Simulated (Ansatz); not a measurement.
cis-Mg(H2O)2(hfac)2 (C₁₀H₆F₁₂MgO₆), relaxed as a singlet with RKS r2SCAN-D4/def2-SVP in Ansatz, starting from the GFN2-xTB geometry. Force threshold 0.03 eV/Å.

Single mean-field runs in def2-SVP are fitted with def2-universal-jkfit.

Start:

```xyz
35

C    -0.1727   -1.6645   -0.2264
C    -0.3137   -2.7687    0.8390
C     0.8170   -1.7878   -1.1880
C     0.9704   -0.7660   -2.1224
C     2.1577   -0.9032   -3.1019
C    -1.2801    1.3153    1.6942
C    -2.5627    0.9276    2.4489
C    -0.0516    0.8890    2.1888
C     1.0284    0.9055    1.3196
C     2.3379    0.2552    1.7991
F    -1.5105   -3.3637    0.7449
F    -0.2432   -2.2259    2.0643
F     0.6090   -3.7266    0.7712
F     2.3485    0.2423   -3.7651
F     1.9467   -1.8618   -4.0141
F     3.3024   -1.2005   -2.4799
F    -3.4164    0.3966    1.5491
F    -3.1792    1.9888    2.9825
F    -2.3969    0.0333    3.4189
F     3.4002    0.8393    1.2423
F     2.3583   -1.0376    1.4207
F     2.5092    0.2824    3.1211
Mg   -0.6268    1.0160   -0.7674
O    -2.4476    0.9785   -1.6841
O    -0.3679    2.7755   -1.7995
O    -0.9882   -0.7316   -0.1009
O     0.2703    0.2423   -2.2641
O    -1.4869    1.9294    0.6398
O     1.0413    1.3023    0.1409
H    -2.8805    1.8301   -1.5727
H    -2.9914    0.3288   -1.2288
H    -0.0576    2.5059   -2.6695
H     0.3603    3.2419   -1.3802
H     1.4843   -2.6318   -1.1848
H     0.0318    0.4435    3.1647
```

Estimate the energy that the relaxation releases and the steps that it takes.

1.03 eV, in 18 steps; 76 s on 2 threads of AMD EPYC 7R13 on a shared host and a share (18 GiB) of an NVIDIA H100 80GB HBM3. No frequencies were taken in this run, so the end may be a saddle point.

Does the start keep its bonding?

By distances, no bond broke or formed. The bond that changes most is Mg23–O28, from 1.89 to 2.04 Å (atoms count from 1).

Predict the relaxed structure.


```xyz
35

C     0.016   -1.913   -0.475
C    -0.022   -3.062    0.543
C     1.019   -1.906   -1.460
C     1.099   -0.866   -2.399
C     2.148   -0.954   -3.516
C    -1.490    1.398    1.890
C    -2.665    1.644    2.845
C    -0.263    0.969    2.416
C     0.860    0.802    1.585
C     2.172    0.290    2.198
F    -1.197   -3.700    0.477
F     0.108   -2.561    1.781
F     0.951   -3.963    0.356
F     2.851    0.185   -3.576
F     1.535   -1.121   -4.698
F     3.008   -1.966   -3.350
F    -3.724    0.918    2.459
F    -3.019    2.937    2.807
F    -2.386    1.328    4.115
F     3.163    1.159    1.966
F     2.501   -0.877    1.623
F     2.093    0.093    3.520
Mg   -0.701    0.896   -0.893
O    -2.600    0.826   -1.797
O    -0.220    2.739   -1.782
O    -0.889   -1.057   -0.306
O     0.384    0.170   -2.457
O    -1.768    1.625    0.680
O     0.926    1.007    0.347
H    -3.209    1.143   -1.111
H    -2.896   -0.072   -2.008
H     0.353    2.505   -2.530
H     0.303    3.339   -1.231
H     1.735   -2.725   -1.505
H    -0.176    0.772    3.483
```
Bond lengths: 12 × C–F 1.34 Å; 8 × C–C 1.40 to 1.54 Å; 6 × Mg–O 2.04 to 2.10 Å; 4 × C–O 1.26 Å; 4 × H–O 0.97 Å; 2 × C–H 1.09 Å.
